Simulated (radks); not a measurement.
Neutral terbium inside a hard spherical wall (all orbitals vanish at R), configuration held at [Xe] 4f9 6s2 and not refilled when levels cross. Calculated with a radial shooting solver on a logarithmic mesh with Libxc functionals: scalar-relativistic Kohn-Sham, LDA (Slater exchange, VWN5 correlation), spin-unpolarised, spherical densities, finite nucleus; Fermi nuclear charge, rms radius 5.06 fm. Eigenvalues in eV, with the zero of energy where the potential of the charges vanishes at infinity; a dash marks a level that is unbound or too diffuse for the functional's potential to be trusted. A positive occupied level is held by the wall or, in an anion where self-interaction has pushed it up, behind a barrier. The pressure on the wall is -dE/dV.

\begin{tabular}{lrrrrrrrrr}
R (bohr) & E (hartree) & kinetic (hartree) & e(5s) & e(5p) & e(6s) & e(4f) & e(5d, empty) & e(6p, empty) & pressure (GPa) \\ \hline
free & -11700.3242 & 12587.837 & -47.623 & -24.956 & -3.850 & -3.247 & -1.464 & -1.219 & 0 \\
20 & -11700.3242 & 12587.837 & -47.623 & -24.956 & -3.850 & -3.247 & -1.464 & -1.219 & < 0.0001 \\
15 & -11700.3242 & 12587.837 & -47.621 & -24.954 & -3.849 & -3.245 & -1.461 & -1.205 & 0.000162 \\
12 & -11700.3238 & 12587.841 & -47.592 & -24.926 & -3.826 & -3.216 & -1.431 & -1.121 & 0.00544 \\
10 & -11700.3217 & 12587.859 & -47.466 & -24.802 & -3.723 & -3.094 & -1.309 & -0.866 & 0.0556 \\
5 & -11700.0312 & 12589.098 & -43.598 & -21.092 & 2.119 & 0.845 & 2.991 & 8.494 & 28.2 \\
4 & -11699.4397 & 12591.344 & -39.955 & -17.635 & 11.058 & 4.899 & 7.873 & 20.985 & 156 \\
3.5 & -11698.6473 & 12594.356 & -36.379 & -14.090 & 21.467 & 9.112 & 13.018 & 34.510 & 436 \\
2.5 & -11692.2573 & 12617.191 & -17.205 & 7.149 & 86.533 & 31.853 & 42.785 & 111.07 & 5480 \\
2 & -11678.7006 & 12660.947 & 13.960 & 43.781 & 193.07 & 63.223 & 91.076 & 228.36 & 27200 \\
\end{tabular}
